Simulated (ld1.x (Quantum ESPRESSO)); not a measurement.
# Before and after: TM potential for Cu (Z = 29)

| Item | Value |
| --- | --- |
| Element | copper |
| Generator | ld1.x (Quantum ESPRESSO) 7.5 |
| Type | norm-conserving Troullier–Martins (Kleinman–Bylander form) |
| Functional | PBE |
| Relativity | fully relativistic |
| Frozen core | [Ne] 3s2 |
| Valence charge | 17 |
| Reference configuration | 3p6 3d10 4s0 4p0 (charge +1) |
| Partial waves | 4s (bound, empty): rc 1.90 bohr; 3p (bound): rc 1.15 bohr; 3d (bound): rc 1.25 bohr |
| Local potential | all-electron potential smoothed inside 1.30 bohr (lloc = -2) |
| Core correction | none |

Open shells are filled in proportion to 2j + 1 (rel_dist='average').

All-electron outer shells of the reference configuration (PBE, scalar-relativistic, ld1.x):

```
shell  level (eV)  outermost node (bohr)  outermost maximum (bohr)
   3s     -123.32                   0.29                      0.61
   3p      -80.79                   0.26                      0.62
   3d      -13.66                      –                      0.60
   4s      -11.89                   0.89                      2.13
   4p       -6.55                   0.97                      2.81
```

Change: local potential all-electron potential smoothed inside 1.42 bohr (lloc = -2).

Cutoffs: the cutoffs (Ry, on a coarse ladder) from which the occupation-weighted sum of valence levels, in a spherical-Bessel basis at the reference potential, stays within 10 and 1 mRy of its value at 400 Ry; they do not see the model core or the augmentation charge, which bear on the density cutoff. Errors are all-electron minus pseudo energies relative to the spin-unpolarised reference configuration.

**Question.** Predict the effect on cutoff, ghosts and configuration errors.

**Answer.** The potential gets neither clearly harder nor softer (160 Ry and 300 Ry → 160 Ry and 300 Ry); of the 7 tests that both files solve, the error grows in 4 and shrinks in 0 by more than 15 % and 0.3 meV (median size 110.3 → 126.2 meV); neither file shows a bound ghost.

| quantity | base | changed |
| --- | --- | --- |
| cutoff, loose | 160 Ry | 160 Ry |
| cutoff, tight | 300 Ry | 300 Ry |
| bound ghosts | none | none |
| error for 3p6 3d10 4s1 4p0, meV [ΔE -8.15 eV] | -7.2 | -7.7 |
| error for 3p6 3d9 4s0 4p0, meV [ΔE 21.33 eV] | -23 | -34 |
| error for 3p6 3d8 4s0 4p0, meV [ΔE 60.35 eV] | -129 | -187 |
| error for 3p6 3d9 4s2 4p0, meV [ΔE -6.18 eV] | -110 | -126 |
| error for 3p6 3d10 4s0.5 4p0, meV [ΔE -4.99 eV] | -2.3 | -2.4 |
| error for 3p6 3d7 4s0 4p0, meV [ΔE 120.06 eV] | -334 | -495 |
| error for 3p5 3d10 4s1 4p0, meV [ΔE 71.41 eV] | -165 | -199 |
| s: phases at 2.04 bohr within 0.05 rad from the reference energy up to (Ry; the scan ends near 5) | 0.2 | 0.7 |
| p1/2: phases at 2.04 bohr within 0.05 rad from the reference energy up to (Ry; the scan ends near 5) | -0.3 | -0.6 |
| p3/2: phases at 2.04 bohr within 0.05 rad from the reference energy up to (Ry; the scan ends near 5) | -0.2 | -0.5 |
| d3/2: phases at 2.04 bohr within 0.05 rad from the reference energy up to (Ry; the scan ends near 5) | 1.6 | 1.4 |
| d5/2: phases at 2.04 bohr within 0.05 rad from the reference energy up to (Ry; the scan ends near 5) | 1.6 | 1.4 |
